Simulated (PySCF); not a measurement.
## Ce²⁵⁺: ionisation energy

Ce²⁵⁺ [Ar] 3d10 4s2 4p3 [4p1/2^2 4p3/2^1, M_J = 3/2] → Ce²⁶⁺ [Ar] 3d10 4s2 4p2 [4p1/2^2, M_J = 0], as a difference of total energies. All numbers are calculated (PySCF 2.14, the two-component X2C-1e Hamiltonian, in an even-tempered Gaussian basis (17 s from 1.9 bohr⁻², ratio 2.8; 13 p from 2.5 bohr⁻², ratio 2.8; 8 d from 4.5 bohr⁻², ratio 2.8; 4 f from 13 bohr⁻², ratio 3)). Correlated levels: [Ne] frozen; the 74 highest virtual spinors dropped. "Screened" scales the spin-orbit matrix elements by Boettger's factors to mimic the two-electron term; Breit and QED terms are absent.

| method | ionisation energy (eV) |
| --- | --- |
| GHF (spin-free) | 871.24 |
| GMP2 (spin-free) | 872.13 |
| GHF (screened spin-orbit) | 858.79 |
| GMP2 (screened spin-orbit) | 859.61 |

**Question.** How much does correlation contribute at GMP2 (screened spin-orbit)?

**Answer.** 859.61 − (858.79) = 0.82 eV, measured against GHF (screened spin-orbit).

Breit and QED terms and the two-electron picture change are absent.

The spin-free rows relax to the high-spin LS determinant and lack the spin-orbit shift.

The labels give the starting determinants; with spin-orbit coupling the two ends relaxed to ⟨J²⟩ = 3.75, ⟨L²⟩ = 2.11, ⟨S²⟩ = 1.76 and ⟨J²⟩ = 0.00, ⟨L²⟩ = 1.35, ⟨S²⟩ = 1.35.

For comparison: 862 ± 4 eV (theoretical estimate listed by NIST; NIST Atomic Spectra Database, ionization energies).
